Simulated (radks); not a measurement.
Results of a calculation; reference values are marked as such.
Ionisation of the carbon ion C3+, [He] 2s1, to C4+, [He], under several functionals. Dirac Kohn-Sham, spin-unpolarised, spherical densities, point nucleus; a radial shooting solver on a logarithmic mesh with Libxc functionals. The NIST Atomic Spectra Database gives 64.494 eV (measured). Rank these functionals by the error of their Delta-SCF ionisation energy: PBE; AM05; PBEsol; RPBE; exchange-only PBE; XLYP.

Answer. From best to worst: XLYP 64.319 eV (-0.174); RPBE 64.068 eV (-0.425); PBE 63.884 eV (-0.609); exchange-only PBE 63.425 eV (-1.069); PBEsol 63.425 eV (-1.069); AM05 63.249 eV (-1.245). Spin polarisation and multiplet splitting are left out, so open shells lie too high by an amount that depends on their filling.

Beside tabulated values, note that spin-unpolarised runs miss the spin-polarisation part of the exchange energy of open shells.
